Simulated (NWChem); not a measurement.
Species: C$_{3}$H$_{8}$S; SMILES S(CC)C

```xyz
12

C      0.4685     1.8503     0.3202
C     -0.4368     0.9470    -0.5173
S     -0.6793    -0.7469     0.1529
C      0.9756    -1.4680    -0.1300
H      0.5291     2.8494    -0.1298
H      0.0832     1.9541     1.3395
H      1.4880     1.4548     0.3828
H     -1.4484     1.3638    -0.5714
H     -0.0691     0.8645    -1.5470
H      1.7484    -0.9666     0.4595
H      1.2431    -1.4370    -1.1913
H      0.9212    -2.5130     0.1866
```
Atoms are numbered in this order, from 1.

Program: NWChem. Pople sets run with spherical d functions. All runs use the structure optimised with B3LYP/6-31G* (spherical d). B3LYP is NWChem's, with the RPA form of VWN correlation. Level: B3LYP/6-31G* with SMD (1 M gas to 1 M solution), gas-phase geometry.

Estimate the computed values for solvent water. Quantities: solvation free energy (kcal/mol); cavity-dispersion-structure term (kcal/mol); dipole in solution (D).


```
Property                                     Value
-------------------------------------------  -----
solvation free energy (kcal/mol)              -0.5
cavity-dispersion-structure term (kcal/mol)    2.8
dipole in solution (D)                        2.34
```
